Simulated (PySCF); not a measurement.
C₃H₉O₂Si₂ (doublet state).
Cartesian coordinates in Å at the GFN2-xTB level; atoms count from 1:
```xyz
16
C3H9O2Si2 angstrom
Si     2.0611   -0.9010    0.1445
C      0.8289    0.4956   -0.2594
C     -0.2471    0.5043    0.8104
C     -1.5505    1.1977    0.3604
O     -2.4512    0.2158   -0.0564
Si    -1.9677   -1.2989    0.3813
O     -0.5787   -0.8285    1.1250
H      2.4224   -0.8286    1.5586
H      1.5060   -2.2089   -0.1946
H      3.2490   -0.6608   -0.6838
H      1.3088    1.4728   -0.3069
H      0.3647    0.3119   -1.2303
H      0.1397    0.9658    1.7263
H     -1.3646    1.8815   -0.4723
H     -2.0005    1.7614    1.1855
H     -1.7279   -2.0712   -0.8325
```

The hyperfine couplings belong to this conformer and change with its torsions.

The species is `[SiH3]C[C@H]1CO[SiH]O1` [radical].

The calculation used PySCF 2.14.0, UKS B3LYP, pcH-1 on C H O Si, non-relativistic, mean-field spin-orbit, GIAO. One conformer (not necessarily the lowest) at the GFN2-xTB geometry, without solvent, vibrations or thermal averaging. Couplings are sensitive to structure, and on GFN2-xTB geometries they can be far from those on DFT ones, by a factor of two or more for some ions and for spin on atoms past the first row. The SCF solution wasn't tested for stability.

(1) What is the g tensor, term by term?

(2) At 34.099 GHz, how far is the centre of the isotropic spectrum from where a free electron (g = 2.002319) resonates?

(3) What are the electron Larmor frequencies g μB B/h along the three axes at 330 mT?

(4) In a frozen sample, at which fields do the three g values resonate at 9.5, 34, 94 and 263 GHz (hyperfine left aside), and which band first spreads them over more than twice a line width of 0.5 mT?

## Answers

(1) 
| Δg (ppm) | 1 | 2 | 3 |
| --- | --- | --- | --- |
| relativistic mass correction | -168 | -168 | -168 |
| gauge correction | 95 | 14 | 87 |
| orbital Zeeman/spin–orbit | -1646 | 261 | 961 |
| total | -1719 | 107 | 880 |

So g = 2.00060, 2.00243, 2.00320 and g_iso = 2.00208; the tensor is rhombic: the two nearest values differ by 30 % of g3 − g1. Axes: g1 points within 15° of the Si6–H16 bond.

(2) B = hν/(g μB) with μB/h = 13.99624 MHz/mT gives 1216.74 mT for the free electron and 1216.89 mT at g_iso, 0.15 mT higher.

(3) 9.2403, 9.2487, 9.2523 GHz for g1, g2 and g3, a range of 12.0 MHz.

(4) 
| band | GHz | B(g3) mT | B(g2) mT | B(g1) mT | spread mT |
| --- | --- | --- | --- | --- | --- |
| X | 9.5 | 338.83 | 338.97 | 339.27 | 0.44 |
| Q | 34.0 | 1212.67 | 1213.14 | 1214.25 | 1.58 |
| W | 94.0 | 3352.68 | 3353.98 | 3357.04 | 4.36 |
| J | 263.0 | 9380.37 | 9383.99 | 9392.56 | 12.19 |

The spread grows in proportion to the frequency. Q band is the first where it exceeds 1.0 mT.

The Mulliken spin populations are largest on Si6 (+0.75) and H16 (+0.14). Si6 is the only atom above +0.15. The angles at Si6 add up to 317.2°, so it is pyramidal.

The HOMO–LUMO gaps are 6.07 eV among the α and 5.03 eV among the β orbitals.
